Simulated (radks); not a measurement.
Excited configurations of Cl: one electron is placed in a higher orbital outside [Ne] 3s2 3p4. The ground configuration is [Ne] 3s2 3p5. Calculated with a radial shooting solver on a logarithmic mesh with Libxc functionals: scalar-relativistic Kohn-Sham, r2SCAN, spin-polarised, spherical densities, finite nucleus; open shells are filled with parallel spins first; meta-GGA in the generalised Kohn-Sham scheme; Fermi nuclear charge, rms radius 3.3654 fm. Excitation = E - E(ground); binding = E(ion) - E, where the ion is the core of charge +1; n* = 1/sqrt(2 binding) in atomic units, and the quantum defect is n - n*.

3d: excitation (eV) 11.213; binding (eV) 1.889; n* 2.684; quantum defect 0.316; <r> (bohr) 7.619
5s: excitation (eV) 11.384; binding (eV) 1.718; n* 2.814; quantum defect 2.186; <r> (bohr) 12.21
5p: excitation (eV) 11.797; binding (eV) 1.304; n* 3.230; quantum defect 1.770; <r> (bohr) 15.52

The Delta-SCF ionisation energy is 13.101 eV (NIST Atomic Spectra Database: 12.968 eV, measured). Self-interaction in the functional shifts the binding energies and quantum defects, so they are the method's values and not measured ones. Open shells are spherical and high-spin; term and fine-structure splittings are not resolved.
